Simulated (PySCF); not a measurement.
**Exercise with solution: chemical shift, span and skew from a shielding tensor**

C4H9FSi, SMILES F/C([SiH2]C)=C\C. Atoms are numbered in the order given.

```xyz
15

C      2.8793     0.4152     0.0288
C      1.5355     0.1680    -0.5919
C      0.4253    -0.1541     0.0777
F      0.4775    -0.2726     1.4362
Si    -1.2946    -0.4682    -0.6247
C     -2.5243     0.6841     0.1993
H      3.2375     1.4316    -0.2044
H      2.8350     0.3016     1.1204
H      3.6286    -0.2902    -0.3672
H      1.4406     0.2536    -1.6799
H     -1.6729    -1.8890    -0.3655
H     -1.2159    -0.2454    -2.0983
H     -2.2918     1.7347    -0.0351
H     -3.5553     0.4743    -0.1261
H     -2.4746     0.5586     1.2926
```
Charge 0, spin multiplicity 1.

Coordinates come from a ωB97X-D3(BJ)/def2-SVP optimisation. The structure was generated by enumeration; whether it is a known compound was not checked. One conformer was computed; it need not be the lowest.

GIAO shieldings from PBE0/pcSseg-1 run with PySCF, non-relativistic, no solvent. The symmetric part of the tensor of C3 has the principal values -83.4, 50.1, 70.5 ppm. The same nucleus in TMS has σ = 186.3 ppm at this level (PySCF, at its B3LYP-D3(BJ)/def2-TZVP geometry).

Work out the isotropic shielding, the ¹³C shift against TMS, the span and the skew.


σ(iso) = (σ11 + σ22 + σ33)/3 = 12.4 ppm. δ = σ(ref) − σ(iso) = 186.3 − (12.4) = 173.9 ppm.
Span Ω = σ33 − σ11 = 153.9 ppm. Skew κ = 3(σ(iso) − σ22)/Ω = -0.73. Tumbling in solution averages the tensor to δ; in a static solid the shielding alone would spread this spin-1/2 line over Ω.
